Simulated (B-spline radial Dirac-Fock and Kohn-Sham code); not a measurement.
These are calculated numbers from a radial atomic solver; the model is relativistic Hartree-Fock (Dirac-Fock) wave functions, averaged over the configuration.

**Question.** This computed X-ray form factor belongs to an atom or ion in its tabulated ground configuration. Which?

```tsv
sin θ/λ (Å⁻¹)	f₀
0.06	2.997
0.15	2.984
0.29	2.940
0.67	2.711
1.02	2.423
1.26	2.224
2.93	1.417
3.63	1.230
4.48	1.016
```

**Answer.** V²⁰⁺, with 3 electrons in [He] 2s1. f₀ tends to the number of electrons as s goes to zero, which the first rows give only roughly, and the rate of fall reflects the nuclear charge, 23.

**Question.** This computed X-ray form factor belongs to an atom or ion in its tabulated ground configuration. Which?

```tsv
sin θ/λ (Å⁻¹)	f₀
0.1	75.135
0.25	63.241
0.3	59.394
0.6	42.205
0.8	34.579
1.2	23.786
1.6	17.819
4	6.487
5	5.010
```

**Answer.** Au, with 79 electrons in [Xe] 4f14 5d10 6s1. f₀ tends to the number of electrons as s goes to zero, which the first rows give only roughly, and the rate of fall reflects the nuclear charge, 79.

**Question.** This computed X-ray form factor belongs to an atom or ion in its tabulated ground configuration. Which?

```csv
sin θ/λ (Å⁻¹),f₀
0.1,6.997
0.16,6.993
0.2,6.989
0.23,6.985
0.39,6.957
0.46,6.940
0.78,6.831
1.1,6.669
2.61,5.406
```

**Answer.** Ho⁶⁰⁺, with 7 electrons in [He] 2s2 2p3. f₀ tends to the number of electrons as s goes to zero, which the first rows give only roughly, and the rate of fall reflects the nuclear charge, 67.
